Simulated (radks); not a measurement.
All-electron atom: the selenium ion Se+ in [Ar] 3d10 4s2 4p2.75 5s0.25 (fractional occupations, a model configuration). Calculated with a radial shooting solver on a logarithmic mesh with Libxc functionals: Dirac Kohn-Sham, BP86, spin-unpolarised, spherical densities, finite nucleus; open shells are shared between the two j in proportion to 2j + 1; Fermi nuclear charge, rms radius 4.14 fm.

Normalised radial functions P(r) = r R(r) (large component), r in bohr:

r	3d5/2	4p3/2	4d5/2
0.002285	0.0000	0.0007	0.0000
0.003549	0.0000	0.0015	0.0000
0.005554	0.0001	0.0036	0.0000
0.008624	0.0004	0.0082	0.0001
0.01339	0.0013	0.0181	0.0002
0.02079	0.0043	0.0382	0.0006
0.03228	0.0143	0.0751	0.0020
0.05053	0.0452	0.1333	0.0064
0.07846	0.1274	0.1939	0.0181
0.1218	0.3154	0.1976	0.0446
0.1891	0.6505	0.0565	0.0910
0.2937	1.0519	-0.2109	0.1426
0.456	1.2496	-0.3381	0.1519
0.7138	1.0196	-0.0418	0.0669
1.108	0.5462	0.4860	-0.1072
1.721	0.1729	0.7565	-0.3190
2.672	0.0256	0.5468	-0.4692
4.149	0.0012	0.1880	-0.4579
6.493	0.0000	0.0239	-0.2828
10.08	0.0000	0.0007	-0.0835
15.65	0.0000	0.0000	-0.0083

3d5/2: eigenvalue -64.787 eV, 0 radial nodes, <r> = 0.632 bohr, 90 % of the charge inside 1.05 bohr. 4p3/2: eigenvalue -16.389 eV, 2 radial nodes at r = 0.210, 0.741 bohr, <r> = 2.10 bohr, 90 % of the charge inside 3.19 bohr. 4d5/2 (empty): eigenvalue -4.161 eV, 1 radial node at r = 0.864 bohr, <r> = 4.26 bohr, 90 % of the charge inside 6.80 bohr.
